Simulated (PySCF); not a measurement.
Geometries of 2 isomers of C2H7GeNSi, from PySCF, PBE0-D3(BJ)/def2-SVP geometry optimisation, gas phase. One conformer each, no zero-point energy, no frequencies.

Question: Which isomer lies lower at this level?
A.
```xyz
12
angstrom
C      2.880    0.252    1.147
C      2.041   -0.105    0.341
Ge     0.711   -0.674   -0.906
N     -0.952   -0.693   -0.138
Si    -1.989    0.674    0.143
H      3.621    0.568    1.860
H      0.678    0.324   -2.069
H      1.053   -2.102   -1.353
H     -1.138   -1.525    0.416
H     -1.713    1.419    1.415
H     -1.792    1.624   -0.993
H     -3.412    0.217    0.193
```
B.
```xyz
12
angstrom
N      0.055    2.696   -0.410
C      0.056    1.623    0.032
C      0.058    0.271    0.534
Si     1.649   -0.650    0.031
Ge    -1.581   -0.684   -0.067
H      0.021    0.297    1.637
H      1.595   -2.016    0.629
H      2.843    0.082    0.543
H      1.706   -0.752   -1.455
H     -1.549   -2.091    0.552
H     -1.556   -0.770   -1.600
H     -2.809    0.098    0.418
```

Answer: B. That is `N#C[C@@H]([GeH3])[SiH3]`, 15.3 kcal/mol below the other.

```tsv
SMILES	atoms numbered as above	E (Eh)	relative (kcal/mol)	relative (kJ/mol)	dipole (D)
N#C[C@H]([SiH3])[GeH3]	[N:1]#[C:2][C@H:3]([SiH3:4])[GeH3:5]	-2500.65196	0.0	0.0	3.84
C#[C][GeH2][NH][SiH3]	[CH:1]#[C:2][GeH2:3][NH:4][SiH3:5]	-2500.62750	15.3	64.2	0.98
```

As drawn, the lower has a C≡N group and an Si–C bond, which the higher lacks; the higher has a C≡C bond and an N–H bond, which the lower lacks.
